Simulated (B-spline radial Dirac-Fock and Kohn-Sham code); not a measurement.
Core and valence levels of Se⁴⁺

System: Se⁴⁺, [Ar] 3d9 4s2 4p1 (an excited configuration); nuclear rms radius 4.14 fm (A = 80).

The run's input, task.json:

```json
{"items": [{
  "Z": 34,
  "q": 4,
  "cfg": [[1, 0, 2], [2, 0, 2], [2, 1, 6], [3, 0, 2], [3, 1, 6], [3, 2, 9], [4, 0, 2], [4, 1, 1]],
  "A": 80,
  "rrms": 4.14,
  "do": ["binding"]
}]}
```

Run with: `python xray_run.py task.json out`

Level of theory: ΔSCF Dirac-Fock with Breit, self-energy and vacuum polarisation, finite nucleus, configuration average; a radial B-spline solver. No correlation. Energies are counted from the vacuum level.

All terms are in eV, carry their sign (relaxation lowers the binding energy) and add up to the binding energy; ⟨r⟩ is the mean radius of the orbital in the initial state.

```tsv
subshell	−ε (Koopmans)	relaxation	Gaunt	retardation	QED	binding energy	⟨r⟩ (bohr)
K (1s)	12813.9	-47.63	-19.72	1.34	-8.92	12739.0	0.044
L1 (2s)	1766.8	-22.09	-1.44	0.05	-0.97	1742.4	0.195
L2 (2p1/2)	1585.5	-24.42	-2.70	0.29	0.12	1558.8	0.168
L3 (2p3/2)	1543.3	-23.98	-1.90	0.32	0.02	1517.8	0.172
M1 (3s)	316.0	-5.09	-0.16	0.00	-0.16	310.6	0.565
M2 (3p1/2)	251.5	-5.18	-0.32	0.04	0.02	246.0	0.574
M3 (3p3/2)	245.1	-5.01	-0.20	0.04	0.01	240.0	0.583
M4,5 (3d)	136.0	-5.14	0.00	0.00	0.02	130.9	0.601
N1 (4s)	70.81	-0.33	-0.02	0.00	-0.02	70.44	1.563
N2,3 (4p)	57.56	-0.21	-0.03	0.01	0.00	57.33	1.749
```

For the deepest level, K (1s), the Breit terms make up -0.144 % of the binding energy, QED -0.070 % and orbital relaxation -0.374 %.

Spin-orbit splittings: 2p 40.99 eV, 3p 6.08 eV.

Values without a named source are computed, but for edge energies of neutral atoms, which are taken from tables.
